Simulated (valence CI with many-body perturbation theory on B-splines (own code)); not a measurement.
**Sb XLV: electric-dipole lines**

Method: relativistic CI+MBPT: five valence electrons over a frozen Dirac-Fock core [He], a basis of 11 s, 11 p, 10 d, 8 f, 5 g, 2 h functions for each j, with the one-electron correlation potential Σ1 (screened to all orders), the two-electron term Σ2, the three-electron term Σ3, Breit, model QED; selected single and double excitations, second order for the rest, scaled by the run's own slope (own B-spline code, finite nucleus).

No measured spectrum was set against this ion. As an estimate, large intervals hold to a few tenths of a per cent, small ones and those within an open d or f shell to about a per cent. Among the levels kept, up to 7200 cm⁻¹ of a level comes from second order outside the variational space, and about a tenth of that is noise between levels of different J, which matters for small intervals.

Lines 1 to 50 of 600 in falling wavelength, among levels below 5162.9 eV, chosen from the strongest by gf and those to the six lowest levels. Wavelengths and rates use the calculated energies. Electric multipoles are in the length gauge with retardation, E1 and E2 with the static RPA response of the core. Weak lines are less certain than strong ones. Lines between different terms over intervals too small for the method are left out, as are lines whose strength nearly cancels. Where a level lies close to another of its J and parity, the split of strength between their lines is uncertain. The highest levels of a list are the least certain.

Levels are named by their leading jj configuration (3d3/2^4 stands for four electrons in 3d with j = 3/2), which in mixed levels can hold well under half, so a name can repeat and another be missing. Letters in brackets count levels of one name in rising energy.

| λ vac (nm) | Upper | Lower | A (s⁻¹) | S (a.u.) with core polarisation | S without |
| --- | --- | --- | --- | --- | --- |
| 24.20 | (2s 2p1/2 2p3/2^2 3p1/2) J=7/2 | (2s 2p1/2 2p3/2^2 3s) J=5/2 [a] | 1.23e+09 | 6.90e-02 | 6.90e-02 |
| 23.59 | (2p1/2^2 2p3/2^2 3p1/2) J=5/2 | (2p1/2^2 2p3/2^2 3s) J=3/2 | 1.70e+09 | 6.61e-02 | 6.62e-02 |
| 22.03 | (2s 2p1/2 2p3/2^2 3p1/2) J=5/2 [c] | (2s 2p1/2 2p3/2^2 3s) J=5/2 [b] | 1.77e+09 | 5.60e-02 | 5.60e-02 |
| 21.76 | (2s^2 2p1/2 2p3/2 3p1/2) J=5/2 | (2s^2 2p1/2 2p3/2 3s) J=3/2 [b] | 1.95e+09 | 5.94e-02 | 5.94e-02 |
| 21.38 | (2s 2p1/2 2p3/2^2 3p1/2) J=5/2 [c] | (2s 2p1/2 2p3/2^2 3s) J=3/2 [c] | 2.12e+09 | 6.14e-02 | 6.15e-02 |
| 21.27 | (2p1/2^2 2p3/2^2 3p1/2) J=3/2 | (2p1/2^2 2p3/2^2 3s) J=5/2 | 3.77e+09 | 7.17e-02 | 7.17e-02 |
| 20.36 | (2s^2 2p1/2 2p3/2 3p1/2) J=5/2 | (2s^2 2p1/2 2p3/2 3s) J=5/2 | 2.47e+09 | 6.18e-02 | 6.18e-02 |
| 20.33 | (2p1/2^2 2p3/2^2 3p1/2) J=5/2 | (2p1/2^2 2p3/2^2 3s) J=5/2 | 2.82e+09 | 7.01e-02 | 7.01e-02 |
| 19.27 | (2s 2p1/2 2p3/2^2 3p1/2) J=7/2 | (2s 2p1/2 2p3/2^2 3s) J=7/2 | 2.50e+09 | 7.07e-02 | 7.07e-02 |
| 18.70 | (2s 2p1/2^2 2p3/2 3p1/2) J=5/2 | (2s 2p1/2^2 2p3/2 3s) J=5/2 | 2.59e+09 | 5.02e-02 | 5.02e-02 |
| 17.99 | (2s^2 2p3/2^2 3p1/2) J=5/2 | (2s^2 2p3/2^2 3s) J=3/2 | 3.56e+09 | 6.14e-02 | 6.14e-02 |
| 17.92 | (2s 2p1/2 2p3/2^2 3d3/2) J=9/2 | (2s 2p1/2 2p3/2^2 3p3/2) J=9/2 | 1.61e+09 | 4.57e-02 | 4.57e-02 |
| 17.61 | (2s^2 2p3/2^2 3p1/2) J=3/2 | (2s^2 2p3/2^2 3s) J=5/2 | 5.90e+09 | 6.36e-02 | 6.36e-02 |
| 16.80 | (2s^2 2p3/2^2 3p1/2) J=5/2 | (2s^2 2p3/2^2 3s) J=5/2 | 4.25e+09 | 5.96e-02 | 5.96e-02 |
| 16.65 | (2s 2p3/2^3 3p1/2) J=3/2 | (2s 2p3/2^3 3s) J=5/2 | 5.33e+09 | 4.86e-02 | 4.86e-02 |
| 16.41 | (2s 2p1/2 2p3/2^2 3d3/2) J=7/2 [a] | (2s 2p1/2 2p3/2^2 3p3/2) J=7/2 [a] | 2.31e+09 | 4.03e-02 | 4.03e-02 |
| 15.94 | (2s 2p3/2^3 3p1/2) J=5/2 | (2s 2p3/2^3 3s) J=5/2 | 3.42e+09 | 4.10e-02 | 4.10e-02 |
| 15.38 | (2s 2p1/2 2p3/2^2 3p1/2) J=3/2 [d] | (2s 2p1/2 2p3/2^2 3s) J=5/2 [b] | 5.30e+09 | 3.81e-02 | 3.81e-02 |
| 15.15 | (2s 2p1/2 2p3/2^2 3p1/2) J=5/2 [b] | (2s 2p1/2 2p3/2^2 3s) J=7/2 | 7.08e+09 | 7.29e-02 | 7.29e-02 |
| 15.12 | (2s^2 2p3/2^2 3d5/2) J=5/2 [a] | (2s^2 2p3/2^2 3p3/2) J=3/2 [a] | 5.49e+09 | 5.62e-02 | 5.62e-02 |
| 14.95 | (2s 2p1/2^2 2p3/2 3d5/2) J=9/2 | (2s 2p1/2^2 2p3/2 3p3/2) J=7/2 | 1.20e+10 | 1.98e-01 | 1.98e-01 |
| 14.88 | (2s^2 2p1/2 2p3/2 3p1/2) J=3/2 [b] | (2s^2 2p1/2 2p3/2 3s) J=5/2 | 8.56e+09 | 5.57e-02 | 5.57e-02 |
| 14.85 | (2s 2p1/2 2p3/2^2 3d5/2) J=9/2 [a] | (2s 2p1/2 2p3/2^2 3p3/2) J=7/2 [a] | 1.16e+10 | 1.87e-01 | 1.88e-01 |
| 14.83 | (2s 2p1/2 2p3/2^2 3d5/2) J=11/2 | (2s 2p1/2 2p3/2^2 3p3/2) J=9/2 | 1.22e+10 | 2.35e-01 | 2.35e-01 |
| 14.76 | (2s^2 2p3/2^2 3d5/2) J=7/2 | (2s^2 2p3/2^2 3p3/2) J=5/2 [b] | 4.34e+09 | 5.51e-02 | 5.51e-02 |
| 14.75 | (2s 2p1/2 2p3/2^2 3d5/2) J=7/2 [b] | (2s 2p1/2 2p3/2^2 3p3/2) J=5/2 [b] | 6.41e+09 | 8.12e-02 | 8.12e-02 |
| 14.69 | (2s 2p1/2 2p3/2^2 3d5/2) J=7/2 [e] | (2s 2p1/2 2p3/2^2 3p3/2) J=5/2 [e] | 9.81e+09 | 1.23e-01 | 1.23e-01 |
| 14.58 | (2s 2p1/2^2 2p3/2 3d5/2) J=3/2 [b] | (2s 2p1/2^2 2p3/2 3p3/2) J=1/2 [b] | 8.31e+09 | 5.08e-02 | 5.09e-02 |
| 14.51 | (2s 2p1/2 2p3/2^2 3d5/2) J=5/2 [b] | (2s 2p1/2 2p3/2^2 3p3/2) J=3/2 [c] | 8.97e+09 | 8.12e-02 | 8.12e-02 |
| 14.48 | (2s 2p1/2 2p3/2^2 3d5/2) J=9/2 [b] | (2s 2p1/2 2p3/2^2 3p3/2) J=7/2 [b] | 1.03e+10 | 1.55e-01 | 1.55e-01 |
| 14.38 | (2s 2p1/2 2p3/2^2 3d5/2) J=7/2 [d] | (2s 2p1/2 2p3/2^2 3p3/2) J=5/2 [d] | 9.76e+09 | 1.14e-01 | 1.15e-01 |
| 14.31 | (2s 2p1/2 2p3/2^2 3d5/2) J=5/2 [a] | (2s 2p1/2 2p3/2^2 3p3/2) J=5/2 [b] | 5.30e+09 | 4.60e-02 | 4.60e-02 |
| 14.30 | (2s 2p1/2 2p3/2^2 3d5/2) J=5/2 [c] | (2s 2p1/2 2p3/2^2 3p3/2) J=3/2 [d] | 8.11e+09 | 7.02e-02 | 7.02e-02 |
| 14.29 | (2s 2p1/2 2p3/2^2 3d5/2) J=5/2 [e] | (2s 2p1/2 2p3/2^2 3p3/2) J=3/2 [f] | 9.18e+09 | 7.94e-02 | 7.94e-02 |
| 14.23 | (2s 2p1/2^2 2p3/2 3d5/2) J=5/2 [b] | (2s 2p1/2^2 2p3/2 3p3/2) J=3/2 [b] | 1.10e+10 | 9.35e-02 | 9.35e-02 |
| 14.19 | (2s 2p1/2 2p3/2^2 3d5/2) J=7/2 [a] | (2s 2p1/2 2p3/2^2 3p3/2) J=5/2 [a] | 9.73e+09 | 1.10e-01 | 1.10e-01 |
| 14.15 | (2s^2 2p1/2 2p3/2 3d5/2) J=9/2 | (2s^2 2p1/2 2p3/2 3p3/2) J=7/2 | 1.30e+10 | 1.82e-01 | 1.82e-01 |
| 14.07 | (2s 2p1/2 2p3/2^2 3d5/2) J=9/2 [c] | (2s 2p1/2 2p3/2^2 3p3/2) J=7/2 [c] | 1.38e+10 | 1.90e-01 | 1.90e-01 |
| 14.06 | (2s 2p1/2^2 2p3/2 3d5/2) J=7/2 [b] | (2s 2p1/2^2 2p3/2 3p3/2) J=5/2 [b] | 1.38e+10 | 1.52e-01 | 1.52e-01 |
| 13.93 | (2s^2 2p1/2^2 3d5/2) J=5/2 | (2s^2 2p1/2^2 3p3/2) J=3/2 | 1.34e+10 | 1.07e-01 | 1.07e-01 |
| 13.91 | (2s 2p1/2 2p3/2^2 3d5/2) J=7/2 [c] | (2s 2p1/2 2p3/2^2 3p3/2) J=5/2 [c] | 1.30e+10 | 1.39e-01 | 1.39e-01 |
| 13.80 | (2s 2p1/2^2 2p3/2 3d5/2) J=7/2 [a] | (2s 2p1/2^2 2p3/2 3p3/2) J=5/2 [a] | 1.16e+10 | 1.21e-01 | 1.21e-01 |
| 13.75 | (2s^2 2p3/2^2 3d5/2) J=5/2 [b] | (2s^2 2p3/2^2 3p3/2) J=3/2 [b] | 1.17e+10 | 9.01e-02 | 9.01e-02 |
| 13.73 | (2s^2 2p3/2^2 3d5/2) J=9/2 | (2s^2 2p3/2^2 3p3/2) J=7/2 | 1.26e+10 | 1.62e-01 | 1.62e-01 |
| 13.73 | (2s^2 2p1/2 2p3/2 3d5/2) J=7/2 [a] | (2s^2 2p1/2 2p3/2 3p3/2) J=5/2 [a] | 1.16e+10 | 1.19e-01 | 1.19e-01 |
| 13.70 | (2s^2 2p3/2^2 3d5/2) J=7/2 | (2s^2 2p3/2^2 3p3/2) J=5/2 [a] | 4.79e+09 | 4.87e-02 | 4.87e-02 |
| 13.70 | (2s 2p1/2^2 2p3/2 3d5/2) J=5/2 [a] | (2s 2p1/2^2 2p3/2 3p3/2) J=3/2 [a] | 5.21e+09 | 3.97e-02 | 3.97e-02 |
| 13.62 | (2s 2p1/2 2p3/2^2 3d5/2) J=5/2 [d] | (2s 2p1/2 2p3/2^2 3p3/2) J=3/2 [e] | 8.39e+09 | 6.29e-02 | 6.29e-02 |
| 13.48 | (2s^2 2p1/2 2p3/2 3d5/2) J=5/2 [a] | (2s^2 2p1/2 2p3/2 3p3/2) J=3/2 [a] | 6.61e+09 | 4.80e-02 | 4.80e-02 |
| 13.47 | (2s^2 2p1/2 2p3/2 3d5/2) J=7/2 [b] | (2s^2 2p1/2 2p3/2 3p3/2) J=5/2 [b] | 9.74e+09 | 9.40e-02 | 9.41e-02 |
